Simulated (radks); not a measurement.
Q: Ni+, configuration [Ar] 3d9. All-electron calculation, non-relativistic Kohn-Sham, XLYP, spin-unpolarised, spherical densities, point nucleus. Program: a radial shooting solver on a logarithmic mesh with Libxc functionals. Some entries of the table are withheld. Estimate them.

| orbital | occ. | eigenvalue (Ry) | r(max) (bohr) | <1/r> (bohr^-1) |
|---|---|---|---|---|
| 1s | 2 | -597.4922 | 0.03614 | 27.52 |
| 2s | 2 | -70.96904 | 0.2076 | 5.950 |
| 2p | 6 | -61.99744 | 0.1660 | 5.911 |
| 3s | 2 | -8.16286 | 0.6483 | 1.877 |
| 3p | 6 | -5.43388 | (1) | 1.746 |
| 3d | 9 | -0.96666 | 0.6353 | 1.311 |
| 4s | 0 | (2) | (3) | 0.4734 |
| 4p | 0 | -0.49322 | 2.913 | 0.3585 |

A: 
(1) 3p r(max) (bohr): 0.6515
(2) 4s eigenvalue (Ry): -0.84950
(3) 4s r(max) (bohr): 2.248
